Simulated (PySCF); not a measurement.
Si(Cl)(OH)2(NH2) (ClH4NO2Si), SMILES N[Si](O)(O)Cl.

Geometry: PBE0-D3(BJ)/def2-SVP. One conformer was computed; it need not be the lowest.

Level of theory: TDDFT-PBE/def2-SVPD (PySCF 2.14.0).

Vertical excitations. The molecule is in vacuum.

Question: Estimate the UV-visible absorptions. (An estimate is asked for; the answer gives what the named calculation found.)

Answer: 
| state | energy (eV) | λ (nm) | f | main pairs |
|---|---|---|---|---|
| S1 | 5.84 | 212 | 0.016 | HOMO→LUMO 100 % |
| S2 | 6.73 | 184 | 0.018 | HOMO−1→LUMO 99 % |
| S3 | 6.89 | 180 | 0.028 | HOMO−2→LUMO 99 % |
| S4 | 7.06 | 176 | 0.013 | HOMO→LUMO+1 96 % |
| S5 | 7.10 | 175 | 0.011 | HOMO→LUMO+2 98 % |
| S6 | 7.36 | 168 | 0.007 | HOMO→LUMO+3 99 % |
| S7 | 7.47 | 166 | 0.081 | HOMO−3→LUMO 96 % |
| S8 | 7.53 | 165 | 0.027 | HOMO−4→LUMO 98 % |
| S9 | 7.91 | 157 | 0.014 | HOMO−1→LUMO+1 66 %, HOMO→LUMO+4 18 % |
| S10 | 7.92 | 157 | 0.007 | HOMO→LUMO+4 75 %, HOMO−1→LUMO+1 20 % |
| T1 | 5.68 | 218 | 0 | HOMO→LUMO 99 % |
| T2 | 6.60 | 188 | 0 | HOMO−1→LUMO 98 % |
| T3 | 6.76 | 183 | 0 | HOMO−2→LUMO 97 % |
| T4 | 6.82 | 182 | 0 | HOMO→LUMO+1 95 % |
Triplets are in the Tamm–Dancoff approximation, which puts them higher than full response would, so one can lie above its singlet here.
